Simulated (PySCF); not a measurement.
How the method moves the HOMO and LUMO of CF3C(O)CH3

Species: CF3C(O)CH3, C₃H₃F₃O.
Numbering: `[CH3:1][C:2](=[O:3])[C:4]([F:5])([F:6])[F:7]` (hydrogens: H8, H9, H10 on C1)

Geometry (PBE0-D3(BJ)/def2-SVP, Å), atoms numbered from 1 in this order:
```
atom  x, y, z in Å
C1     1.1673    0.0556   -0.6036
C2     0.2797    0.1611    0.5967
O3     0.6364    0.4338    1.7080
C4    -1.2179   -0.1150    0.3278
F5    -1.3693   -1.3470   -0.1706
F6    -1.9413   -0.0082    1.4235
F7    -1.6809    0.7510   -0.5792
H8     2.1990    0.2926   -0.3193
H9     1.1109   -0.9620   -1.0202
H10    0.8183    0.7430   -1.3894
```

Basis pcSseg-2 throughout (PySCF), one geometry. Geometry: PBE0-D3(BJ)/def2-SVP; no solvent, vibrations or thermal averaging.

How do the orbital energies, the gap and the dipole change with the method?

```json
{"method": "OPBE", "kind": "GGA", "HOMO (eV)": "-6.56", "LUMO (eV)": "-2.64", "gap (eV)": "3.91", "μ (D)": "2.54", "SCF cycles": "16"}
{"method": "PBE", "kind": "GGA", "HOMO (eV)": "-6.66", "LUMO (eV)": "-2.78", "gap (eV)": "3.88", "μ (D)": "2.60", "SCF cycles": "15"}
{"method": "KT3", "kind": "GGA", "HOMO (eV)": "-6.86", "LUMO (eV)": "-2.72", "gap (eV)": "4.13", "μ (D)": "2.57", "SCF cycles": "16"}
{"method": "B3LYP", "kind": "global hybrid", "HOMO (eV)": "-8.14", "LUMO (eV)": "-1.92", "gap (eV)": "6.22", "μ (D)": "2.72", "SCF cycles": "15"}
{"method": "PBE0", "kind": "global hybrid", "HOMO (eV)": "-8.36", "LUMO (eV)": "-1.63", "gap (eV)": "6.73", "μ (D)": "2.72", "SCF cycles": "14"}
{"method": "mPW1PW91", "kind": "global hybrid", "HOMO (eV)": "-8.40", "LUMO (eV)": "-1.65", "gap (eV)": "6.75", "μ (D)": "2.72", "SCF cycles": "14"}
{"method": "CAM-B3LYP", "kind": "range-separated hybrid", "HOMO (eV)": "-9.90", "LUMO (eV)": "-0.42", "gap (eV)": "9.48", "μ (D)": "2.78", "SCF cycles": "14"}
{"method": "BHandHLYP", "kind": "global hybrid", "HOMO (eV)": "-10.06", "LUMO (eV)": "-0.37", "gap (eV)": "9.69", "μ (D)": "2.86", "SCF cycles": "13"}
{"method": "HF", "kind": "Hartree–Fock", "HOMO (eV)": "-12.61", "LUMO (eV)": "2.59", "gap (eV)": "15.20", "μ (D)": "2.99", "SCF cycles": "11"}
```

The HOMO spans 6.05 eV, from OPBE down to HF, and the gap runs from 3.88 eV (PBE) to 15.20 eV (HF). Over the methods OPBE (0 %), PBE (0 %), KT3 (0 %), B3LYP (20 %), PBE0 (25 %), mPW1PW91 (25 %), BHandHLYP (50 %), HF (100 %), a straight line through the gap against the share of exact exchange rises by 1.13 eV for each 10 % (correlation coefficient 1.000). The dipole ranges from 2.54 D (OPBE) to 2.99 D (HF). This basis has no diffuse functions.

The vertical ΔSCF ionisation energy at CAM-B3LYP/def2-SVPD is 11.02 eV; −ε(HOMO) comes closest to it with BHandHLYP (10.06 eV).
